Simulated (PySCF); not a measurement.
# Zn: ionisation energy

Zn [Ar] 3d10 4s2 (1S) → Zn+ [Ar] 3d10 4s1 (2S), as a difference of total energies. All numbers are calculated (PySCF 2.14, the non-relativistic Hamiltonian (point nucleus), in dyall-av2z (16s12p7d2f, 101 functions)). Correlated levels: valence: [Ar] frozen; virtual orbitals above 40 to 60 times the deepest correlated orbital energy dropped. The calculations carry no spin-orbit coupling.

| method | ionisation energy (eV) |
| --- | --- |
| UHF | 7.635 |
| MP2 (valence) | 8.894 |
| SCS-MP2 (valence) | 8.922 |
| CCSD (valence) | 8.968 |
| CCSD(T) (valence) | 9.085 |

Task: How much does correlation contribute at CCSD(T) (valence)?

Result: 9.085 − (7.635) = 1.450 eV, measured against UHF.

These non-relativistic numbers lack the scalar-relativistic shift.

Errors of the correlated levels include the incompleteness of this basis and the frozen core.

For comparison: 9.394 eV (measured; NIST Atomic Spectra Database, ionization energies).
